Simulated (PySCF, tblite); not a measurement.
Isomers of C4H2FN2 (doublet state), one GFN2-xTB conformer each. Single-point energies are computed at B3LYP/pcH-1 (PySCF, gas phase, no added dispersion term), electronic only. GFN2-xTB treats the open shell by occupation alone, and not every SCF solution was tested for stability.

| SMILES | GFN2-xTB relative energy (kJ/mol) |
| --- | --- |
| N#C/[C]=N/C=C/F | 3.5 |
| N#C/C=N\[C]=C\F | 0.0 |

Conformers: `[N:1]#[C:2]/[C:3]=[N:4]/[CH:5]=[CH:6]/[F:7]` (doublet state) with C3–N4–C5–C6 -83°.

Problem. What does B3LYP/pcH-1 give for the same structures?

Solution. 
| SMILES | B3LYP/pcH-1 E (Eh) | B3LYP/pcH-1 (kJ/mol) | GFN2-xTB (kJ/mol) | point group |
| --- | --- | --- | --- | --- |
| N#C/[C]=N/C=C/F | -362.84931 | 0.0 | 3.5 | C1 |
| N#C/C=N\[C]=C\F | -362.84909 | 0.6 | 0.0 | C1 |

GFN2-xTB puts N#C/C=N\[C]=C\F lowest instead. Neighbours under 21 kJ/mol apart (N#C/[C]=N/C=C/F and N#C/C=N\[C]=C\F) can change places with a better method, another conformer or zero-point energy.

Problem. What happens when harmonic zero-point energies from GFN2-xTB frequencies are added?

Solution. 
```
         SMILES  ZPE (kJ/mol)  electronic (kJ/mol)  with ZPE (kJ/mol)
N#C/[C]=N/C=C/F         129.9                  0.0                0.3
N#C/C=N\[C]=C\F         129.1                  0.6                0.0
```

The zero-point energies span 0.8 kJ/mol. N#C/C=N\[C]=C\F becomes the lowest.
